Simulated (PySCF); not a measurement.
B(Me)(OH)2 (CH₅BO₂), SMILES CB(O)O.

The structure is a stationary point at B3LYP-D3(BJ)/def2-SVP. The values are those of a single conformer.

The numbers are results of PySCF with B3LYP-D3(BJ)/def2-SVP, not measurements.

No scaling factor is applied to the harmonic values.

Task: Give all harmonic wavenumbers and intensities. (An estimate is asked for; the answer gives what the named calculation found.)

Result: 
```tsv
mode	ν (cm⁻¹)	IR (km/mol)	Raman (Å⁴/amu)	depolarisation	moving atoms (share of kinetic energy)
1	14	0.0	0.1	0.75	H 94 %
2	344	9.2	0.6	0.75	O 38 %, H 38 %, C 15 %, B 8 %
3	464	1.0	0.8	0.31	O 53 %, C 20 %, H 19 %, B 8 %
4	476	14.3	1.2	0.75	H 56 %, B 31 %, O 13 %
5	486	10.9	2.0	0.75	H 72 %, O 16 %, B 13 %
6	552	168.8	0.1	0.75	H 94 %
7	775	0.5	6.6	0.08	O 47 %, C 31 %, H 16 %
8	853	15.1	2.6	0.57	H 73 %, C 23 %
9	905	47.4	0.0	–	H 46 %, B 32 %, C 19 %
10	1007	100.5	4.0	0.66	H 77 %, O 18 %
11	1012	196.7	1.7	0.72	H 74 %, O 23 %
12	1288	42.2	2.0	0.74	H 65 %, B 17 %, O 10 %, C 8 %
13	1384	319.5	4.4	0.52	B 44 %, H 26 %, C 15 %, O 14 %
14	1427	121.8	10.3	0.75	H 65 %, B 22 %
15	1446	3.6	15.0	0.75	H 96 %
16	1486	155.5	4.0	0.75	B 52 %, H 36 %, O 12 %
17	3019	2.3	130.3	0.01	H 97 %
18	3089	11.5	71.9	0.75	H 91 %, C 9 %
19	3105	23.1	70.0	0.74	H 91 %, C 9 %
20	3887	77.4	51.2	0.28	H 94 %
21	3892	53.2	71.0	0.25	H 94 %
```
